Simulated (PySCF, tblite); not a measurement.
Parent: `[CH3:1][c:2]1[n:3][n:4][c:5]([C:6]([F:7])([F:8])[F:9])[o:10]1`, C4H3F3N2O.

Structures optimised with GFN2-xTB, isolated species. One conformer each, not checked by frequencies here.

```csv
coordinate of the parent,value
C1–C2,1.472 Å
C2–N3,1.295 Å
N3–N4,1.339 Å
N4–C5,1.290 Å
C5–C6,1.495 Å
C6–F7,1.341 Å
C6–F8,1.327 Å
C6–F9,1.341 Å
C5–O10,1.347 Å
C2–O10,1.353 Å
C1–C2–N3,127.7°
C1–C2–O10,121.1°
N3–C2–O10,111.2°
C2–N3–N4,107.6°
N3–N4–C5,106.7°
N4–C5–C6,127.9°
N4–C5–O10,112.3°
C6–C5–O10,119.8°
C5–C6–F7,111.4°
C5–C6–F8,112.1°
C5–C6–F9,111.4°
F7–C6–F8,107.6°
F7–C6–F9,106.6°
F8–C6–F9,107.6°
C2–O10–C5,102.2°
```

Q: How does the shared frame change in `[CH3:1][O:2][c:3]1[n:4][n:5][c:6]([C:7]([F:8])([F:9])[F:10])[o:11]1` with C1–O2–C3–N4 0°, C4H3F3N2O2? Atoms pair as C2 = C3, N3 = N4, N4 = N5, C5 = C6, C6 = C7, F7 = F8, F8 = F9, F9 = F10, O10 = O11 (parent first).

A: 
| parent | relative | value in the relative | change |
| --- | --- | --- | --- |
| C2–N3 | C3–N4 | 1.300 Å | +0.005 |
| N3–N4 | N4–N5 | 1.341 Å | +0.002 |
| N4–C5 | N5–C6 | 1.286 Å | -0.004 |
| C5–C6 | C6–C7 | 1.494 Å | -0.001 |
| C6–F7 | C7–F8 | 1.339 Å | -0.002 |
| C6–F8 | C7–F9 | 1.328 Å | +0.001 |
| C6–F9 | C7–F10 | 1.339 Å | -0.002 |
| C5–O10 | C6–O11 | 1.359 Å | +0.012 |
| C2–O10 | C3–O11 | 1.347 Å | -0.006 |
| N3–C2–O10 | N4–C3–O11 | 112.5° | +1.3 |
| C2–N3–N4 | C3–N4–N5 | 106.6° | -1.0 |
| N3–N4–C5 | N4–N5–C6 | 107.2° | +0.5 |
| N4–C5–C6 | N5–C6–C7 | 128.0° | +0.1 |
| N4–C5–O10 | N5–C6–O11 | 112.4° | +0.1 |
| C6–C5–O10 | C7–C6–O11 | 119.6° | -0.2 |
| C5–C6–F7 | C6–C7–F8 | 111.6° | +0.2 |
| C5–C6–F8 | C6–C7–F9 | 111.8° | -0.3 |
| C5–C6–F9 | C6–C7–F10 | 111.5° | +0.1 |
| F7–C6–F8 | F8–C7–F9 | 107.5° | -0.1 |
| F7–C6–F9 | F8–C7–F10 | 106.7° | +0.1 |
| F8–C6–F9 | F9–C7–F10 | 107.5° | -0.1 |
| C2–O10–C5 | C3–O11–C6 | 101.3° | -0.9 |

Of the parent's bonds, C5–O10 changes most (+0.012 Å). Bonds of the relative outside the shared frame: C1–O2 1.427, O2–C3 1.304 Å. Point group Cs → Cs.

All values are computed, not measured.
